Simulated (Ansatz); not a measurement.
Two structures of AlHBrCl₃, singlet, reached by relaxing down either side of one saddle point (PBE0-D4/def2-TZVP). Energies are electronic, without zero-point energy. Ansatz 0.2.0; basis: def2-TZVPP and def2-QZVPP; cores frozen in the correlated methods. Filled d shells of the heavier atoms are correlated. The def2 sets are not built for correlating such inner shells, so the correlated values are less sure here. Extrapolation: Hartree–Fock as exp(−7.88 √X), correlation as X^−2.97. First:

Al1  (-0.147, 0.587, -0.519)
Cl2  (1.845, 0.080, -0.947)
Cl3  (-1.635, -0.081, -1.822)
Cl4  (-0.508, 2.326, 0.577)
H5  (0.895, -1.676, 1.261)
Br6  (-0.449, -1.236, 1.451)
(Å)

Second:

Al1  (-0.649, 0.350, -0.047)
Cl2  (1.754, -0.273, -0.550)
Cl3  (-1.522, -0.067, -1.895)
Cl4  (-0.393, 2.344, 0.509)
H5  (1.682, -1.166, 0.379)
Br6  (-0.871, -1.190, 1.603)
(Å)

Task: Which bonds change from the first to the second?

Result: AlCl₃ ([Cl][Al]([Cl])[Cl]) + HBr → AlBrCl₂ ([Cl][Al]([Cl])[Br]) + HCl (still joined by a long Al–Cl bond); bonds formed: Cl2–H5; dative contacts that become bonds: Al1–Br6; bonds broken: H5–Br6; bonds weakened to dative contacts: Al1–Cl2.

Task: Give the saddle point's structure and its height above each. (Judge from chemistry; the value comes from the calculation.)

Result: By the calculation: 33.5 kJ/mol above the first and 33.2 kJ/mol above the second (CCSD(T) at an estimated basis limit (MP2 extrapolated from triple and quadruple zeta, plus CCSD(T) − MP2 in triple zeta)).
Al1  (-0.344, 0.426, -0.266)
Cl2  (1.768, -0.282, -0.547)
Cl3  (-1.567, -0.099, -1.865)
Cl4  (-0.428, 2.333, 0.560)
H5  (0.993, -1.092, 0.629)
Br6  (-0.422, -1.287, 1.489)
(Å)

The T1 diagnostic stays at or below 0.008. The start structure is not quite a true minimum (one mode of 37i cm⁻¹).

Labels in which every atom is bracketed show which atoms are joined, not bond orders.

For scale, one of the runs: CCSD(T)/def2-TZVPP, 230 basis functions, launched by `ansatz run in.yaml --threads 8 --pin off --events-out ev --progress --plain --max-ram 19148MiB`. Hardware: 8 CPU threads of an Arm Neoverse V1, shared host. Wall time 98 s; peak host memory 3.6 GiB.
